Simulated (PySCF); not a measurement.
**Energy of Nb²⁺ (niobium, charge +2) between two integer charges**

The 4d alpha orbital of [Kr] 4d3 is emptied in steps (occupation f), with all orbitals relaxed, ending at [Kr] 4d2. Calculation: PySCF 2.14, in aug-cc-pVTZ-PP with ECP28MDF; a scalar-relativistic core potential. The exact energy is a straight line in f; departures are measured from the line between the end points of the same method.

```
  f  PBE0 (eV)  r2SCAN (eV)  LC-wPBE (eV)
  1      0.000        0.000         0.000
0.8     -0.631       -0.822        -0.171
0.6     -0.950       -1.234        -0.256
0.4     -0.951       -1.235        -0.257
0.2     -0.635       -0.822        -0.171
  0      0.000        0.000         0.000
```

Problem. For PBE0, how does the orbital energy at f = 1 compare with the removal energy?

Solution. −ε = 21.588 eV against a total-energy difference of 25.523 eV. By Janak's theorem ε = ∂E/∂f, so the gap between them reflects the curvature. Along the path −ε is 23.146 (f = 0.8), 24.721 (f = 0.6), 26.308 (f = 0.4), 27.901 (f = 0.2) eV.

```tsv
method	E(f=0) − E(f=1) (eV)	−ε at f=1 (eV)	−ε at f=0.4 (eV)
PBE0	25.523	21.588	26.308
r2SCAN	25.522	20.393	26.552
LC-wPBE	25.414	24.351	25.627
```

Reference removal energy between the ground levels: 25.04 eV (semi-empirical (NIST evaluation); NIST Atomic Spectra Database, ionization energies). The calculation has no spin-orbit coupling. The determinant left behind need not be the lowest term of the ion.
